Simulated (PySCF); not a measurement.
Species: C4H2Cl2O.
Atom-mapped SMILES: `[O:1]=[CH:2][C:3]([Cl:4])=[C:5]=[CH:6][Cl:7]` (hydrogens: H8 on C2; H9 on C6)

Level of theory: PySCF, PBE0-D3(BJ)/def2-SVP geometry optimisation, gas phase.

Q: Give the optimised bond lengths and angles.

A: 
| bond | length (Å) |
| --- | --- |
| O1=C2 | 1.198 |
| C2–C3 | 1.499 |
| C3–Cl4 | 1.737 |
| C3=C5 | 1.313 |
| C5=C6 | 1.305 |
| C6–Cl7 | 1.724 |
| C2–H8 | 1.118 |
| C6–H9 | 1.095 |

A selection of angles:
| angle | degrees |
| --- | --- |
| O1–C2–C3 | 123.8 |
| O1–C2–H8 | 123.1 |
| C3–C2–H8 | 113.1 |
| C2–C3–Cl4 | 114.9 |
| C2–C3–C5 | 122.7 |
| Cl4–C3–C5 | 122.4 |
| C3–C5–C6 | 177.7 |
| C5–C6–Cl7 | 123.4 |
| C5–C6–H9 | 122.1 |
| Cl7–C6–H9 | 114.4 |

Torsions: O1–C2–C3–Cl4 -178° (antiperiplanar). The mirror-image conformer, all signs reversed, is as good.

The C–C distances run from 1.305 Å (C5=C6, drawn double) to 1.499 Å (C2–C3, drawn single), a spread of 0.194 Å.

Point group: C1 (no symmetry element, even within 0.4 Å). Stationary, but not proved a minimum. The numbers are those of one conformer.

Time: 30 s of wall time; peak memory 0.63 GiB. Hardware: Arm Neoverse V1, one thread, on a shared host. That covers the optimisation of the geometry.
